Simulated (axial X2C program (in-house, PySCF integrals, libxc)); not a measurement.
# Which molecule has these constants?

Computed with an in-house relativistic program for diatomic molecules, spin-free (one-electron X2C) or two-component (2c: spin–orbit coupling with atomic mean-field Coulomb and Gaunt terms, which also bring small scalar terms), in Dyall basis sets with cores contracted in-house; open shells are unrestricted.

A two-component CCSD(T) calculation in a Dyall 3-zeta basis gave Re = 4.468 Å, ωe = 54.8 cm⁻¹, De = 0.14 eV, Ω = 1/2.

Question: Which molecule is it?
A. RbSr
B. SrH
C. KSr

Answer: C. The others have SrH 2.157 Å and 1196.5 cm⁻¹ (Ω = 1/2); RbSr 4.672 Å and 40.1 cm⁻¹ (Ω = 1/2).

Frozen shells (counts by l): KSr Sr 4s3p1d, K 2s1p, 11 electrons correlated; SrH Sr 3s2p1d, H none, 11 electrons correlated; RbSr Sr 4s3p1d, Rb 3s2p1d, 11 electrons correlated. Coupled cluster in natural virtuals with an MP2 remainder. Where the outer core of a metal is frozen, bonds come out longer and ionisation energies lower.

Each entry is the lowest single determinant of a limited PBE0 search at one distance. De goes to single-determinant-based atoms at the same level (for ions the charge split of lowest energy) and is withheld (n/a) where an atom does not fit its ground term or J level. Main or longest-lived isotopes. One determinant is a doubtful description, or other states lie close, for KSr, RbSr; these need not be ground states, and all values refer to the states named.
